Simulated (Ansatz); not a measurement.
Molecule: CrBr (charge 0, sextet). The spin state was set by rule; other spins were not relaxed. SMILES: [Br][Cr]
Geometry: optimised at B3LYP-D3(BJ)/def2-TZVP (Ansatz, a first-principles code).

Property: vertical ionisation energy (to the quintet state of charge +1; each state is the SCF solution reached for its spin), in eV. Cores are frozen in the correlated levels unless marked. Open shells are spin-unrestricted. Spin-orbit coupling is left out. The frozen core is the preceding noble-gas configuration, with the filled d and f shells of earlier blocks. No relativistic terms. CBS marks a two-point X^-3 extrapolation of the correlation energy; Hartree-Fock from the larger set.

```tsv
level	program	vertical ionisation energy (eV)
SVWN5/def2-TZVPD	Ansatz	8.54
PBE/def2-TZVPD	Ansatz	8.31
r2SCAN/def2-TZVPD	Ansatz	8.42
B3LYP/def2-TZVPD	Ansatz	8.42
PBE0/def2-TZVPD	Ansatz	8.44
BHLYP/def2-TZVPD	Ansatz	8.19
CAM-B3LYP/def2-TZVPD	Ansatz	8.49
wB97M-V/def2-TZVPD	Ansatz	8.36
wB97X-V/def2-TZVPD	Ansatz	8.31
CCSD/def2-SVPD	Ansatz	8.15
CCSD/def2-TZVPPD	Ansatz	8.14
CCSD/def2-QZVPPD	Ansatz	8.16
CCSD/CBS(def2-TZVPPD,def2-QZVPPD)	Ansatz	8.19
CCSD(T)/def2-SVPD	Ansatz	8.13
CCSD(T)/def2-TZVPPD	Ansatz	8.14
CCSD(T)/def2-QZVPPD	Ansatz	8.16
CCSD(T)/CBS(def2-TZVPPD,def2-QZVPPD)	Ansatz	8.21
```
